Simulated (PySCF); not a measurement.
Excitations are Tamm–Dancoff values on a coarser integration grid. The basis has no diffuse functions, so Rydberg states are missing or too high.

Z-matrix (Å, degrees):
```
B
S 1 1.8012
H 2 1.3423 1 98.61
S 1 1.8033 2 126.29 3 0.01
H 4 1.3413 1 97.70 2 -0.01
S 1 1.8060 2 118.65 3 -179.99
H 6 1.3431 1 96.97 2 0.01
```
Charge 0, spin multiplicity 1.

**Question.** Predict the brightest of the four lowest singlets (TDA), S1–T1 gap (TDA), HOMO, HOMO–LUMO gap and T1 excitation (TDA) from PBE0-D4/def2-TZVP (PySCF).

**Answer.** 
| Quantity | Result |
|---|---|
| brightest of the four lowest singlets (TDA) | 6.05 eV |
| S1–T1 gap (TDA) | 0.66 eV |
| HOMO | -7.54 eV |
| HOMO–LUMO gap | 6.83 eV |
| T1 excitation (TDA) | 4.84 eV |
